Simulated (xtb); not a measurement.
Job for xtb: GFN-FF on C2H8GaN (SMILES [CH3][Ga]([CH3])[NH2]).

```
$ xtb mol.xyz --gfnff --sp --chrg 0 --uhf 0
12

C     -1.61091225     1.04376701    -0.11630668
Ga     0.10683714     0.06349483    -0.04570428
C      0.38901986    -1.76946969     0.64513587
N      1.58524939     0.94147208    -0.68545821
H     -2.03964538     1.13803443     0.88337189
H     -1.48363937     2.04303635    -0.53313065
H     -2.33423051     0.50319528    -0.73023500
H     -0.22266988    -2.48518725     0.09226933
H      0.09378919    -1.83222773     1.69441529
H      1.43324114    -2.07127520     0.56200211
H      2.51275924     0.54988762    -0.70426054
H      1.57020144     1.87527226    -1.06209914
```

Problem. What total energy does the run end on?

Solution. -1.6409 hartree.
